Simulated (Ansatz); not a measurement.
`O[SiH](O)S[SiH3]` + `[OH][GeH]([F])[SH]` → `[OH][GeH]([F])[S][SiH3]` + `O[SiH](O)S`  (ligand exchange at the Si–S bond)

Computed with Ansatz on PBE0-D4/def2-TZVP structures; ΔE is electronic, products minus reactants. CCSD(T)/CBS adds triple-zeta CCSD(T) − MP2 to the extrapolated MP2 energy (def2 sets, frozen cores). Functionals use def2-TZVPP. B3LYP here is the variant with VWN-RPA as its local correlation; programs differ in this. For Ge outer-core shells are correlated without core-valence functions, which leaves a few kJ/mol of doubt a bond. Scalar relativity is left out up to krypton. Each species was taken in one conformer, which may not be the lowest.

| level | ΔE (kcal/mol) | difference from CCSD(T)/CBS |
| --- | --- | --- |
| B3LYP-D4 | 0.6 | 0.2 |
| ωB97M-V | 0.4 | 0.0 |
| B2PLYP | 0.7 | 0.3 |
| PBE | 1.1 | 0.7 |
| r2SCAN | 0.9 | 0.5 |
| HF/def2-TZVPP | 0.6 | 0.2 |
| CCSD(T)/def2-TZVPP | 0.6 | 0.2 |
| HF/def2-QZVPP | 0.7 | 0.3 |
| MP2/def2-QZVPP | 0.6 | 0.2 |
| HF/CBS(def2) | 0.8 | 0.4 |
| CCSD(T)/CBS | 0.4 | 0 |

Largest T1 diagnostic among the species: 0.012.
